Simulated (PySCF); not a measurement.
Species: C7H11OP.
Bonds: C1–C2, C2–C3 (triple), C3–P4, P4–C5, C5–C6, P4–C7, C7–C8, C7–O9 (double). Hydrogens: H10, H11, H12 on C1; H13, H14 on C5; H15, H16, H17 on C6; H18, H19, H20 on C8.

Level: PBE0/pcSseg-1 in PySCF, non-relativistic, on one gas-phase PBE0-D3(BJ)/def2-SVP geometry that isn't relaxed in the solvent. The solvent is an IEF-PCM continuum (Bondi radii, 1.10 Å for H, scaled by 1.2). The model holds no explicit solvent molecules, cavitation or dispersion.

Gas phase at PBE0/pcSseg-1: HOMO -6.34 eV, LUMO -0.74 eV, dipole 3.31 D.

Question: What does the continuum do to the energy, the frontier levels and the dipole at PBE0/pcSseg-1 in chloroform?

Answer: 
```tsv
solvent	ε	E(solvent) − E(gas) (kcal/mol)	polarisation term (kcal/mol)	distortion of the solute (kcal/mol)	HOMO (eV)	LUMO (eV)	dipole (D)
chloroform	4.711	-4.45	-4.92	0.47	-6.43	-0.84	4.04
```

The polarisation term is half the interaction of the solute with the surface charges that it induces; the rest is the cost of distorting the solute's density. The sum is the electrostatic part of solvation alone.

Question: Which radius a makes the point-dipole formula ΔE = −[(ε − 1)/(2ε + 1)]·μ²/a³ give the value in chloroform, with the gas-phase dipole?

Answer: μ = 1.302 au and |ΔE| = 0.00708 Eh give a = 2.33 Å; the farthest nucleus lies 4.05 Å from the centroid of the nuclei, so such a sphere wouldn't even hold the nuclei. The formula assumes a rigid point dipole at the centre of a sphere.

Question: Which IAO charges (PBE0/pcSseg-1) respond most in chloroform (means over atoms taken as equivalent)?

Answer: 
```csv
atoms,environment,gas (e),solvent (e),change
O9,carbonyl oxygen,-0.399,-0.427,-0.028
C3,alkyne carbon,-0.337,-0.353,-0.016
C7,carbonyl carbon,+0.227,+0.236,+0.009
P4,phosphine phosphorus,+0.503,+0.495,-0.008
H10/H11/H12,methyl hydrogen,+0.172,+0.180,+0.008
C1,propargylic carbon,-0.430,-0.436,-0.006
C2,alkyne carbon,-0.021,-0.015,+0.006
H18/H19/H20,methyl hydrogen,+0.167,+0.172,+0.005
C8,methyl carbon next to a carbonyl,-0.467,-0.470,-0.003
C6,methyl carbon,-0.408,-0.411,-0.003
H15/H16/H17,methyl hydrogen,+0.142,+0.144,+0.002
H13/H14,methylene hydrogen,+0.154,+0.155,+0.001
```

Question: Which Mayer bond orders change most in chloroform?

Answer: 
```csv
bond,length (Å),gas,solvent,change
C7–O9,1.206,1.962,1.937,-0.025
C2–C3,1.219,2.673,2.659,-0.014
C7–C8,1.503,0.997,1.009,+0.012
C1–C2,1.451,1.214,1.222,+0.008
C1–H10,1.101,0.921,0.915,-0.006
C1–H11,1.101,0.921,0.915,-0.006
P4–C7,1.882,0.862,0.867,+0.005
C1–H12,1.102,0.920,0.915,-0.005
```

Question: How do the nuclear quadrupole coupling constants eQVzz/h respond in chloroform?

Answer: 
| nucleus | Q (barn) | gas (MHz) | solvent (MHz) | η gas | η solvent |
| --- | --- | --- | --- | --- | --- |
| 17O at O9 | -0.0256 | 11.25 | 11.08 | 0.48 | 0.43 |

The run took 41 s wall on Intel Xeon Platinum 8488C, one thread, shared host, and the process peaked at 1.2 GiB of memory. This is the whole shielding run at PBE0/pcSseg-1 in chloroform, SCF included.

Shape of the structure used: `[CH3:1][C:2]#[C:3][P:4]([CH2:5][CH3:6])[C:7]([CH3:8])=[O:9]`: C3–P4–C5–C6 -74°, C3–P4–C7–C8 46°.
